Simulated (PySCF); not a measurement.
# Electronic structure of N (nitrogen, neutral) at the UHF level

Configuration: [He] 2s2 2p3, high-spin 4S determinant. All numbers are calculated (PySCF 2.14, scalar relativity by spin-free X2C-1e, in aug-cc-pCVQZ-DK (9s8p6d4f2g, 109 functions)).

| Property | Result |
| --- | --- |
| Total energy | -54.433106 hartree |
| One-electron energy | -73.9940 hartree |
| Hartree (Coulomb) energy | 26.1735 hartree |
| Exchange energy | -6.6126 hartree |
| ⟨S²⟩ | 3.7578 |
| ⟨L²⟩ | 0.000 |
| Sum of ⟨r⟩ | 7.346 bohr |
| Sum of ⟨r²⟩ | 12.08 bohr² |
| Langevin diamagnetic susceptibility | -9.57 ×10⁻⁶ cm³/mol |

```tsv
shell	electrons	mean orbital energy (hartree)	rms radius, mean of both spins (bohr)
1s α	1	-15.67930	0.265
1s β	1	-15.58975	0.265
2s α	1	-1.16422	1.48
2s β	1	-0.72703	1.48
2p α	3	-0.57064	1.59
```

Spin-orbit constants ζ (cm⁻¹) from the X2C one-electron operator on these orbitals: bare nucleus, nucleus screened by l(l+1)(2l+1)/3 electrons, and screened by the Breit-Pauli mean field of the electrons.

| shell | bare | screened nucleus | mean field |
| --- | --- | --- | --- |
| 2p | 127.3 | 90.94 | 75.69 |
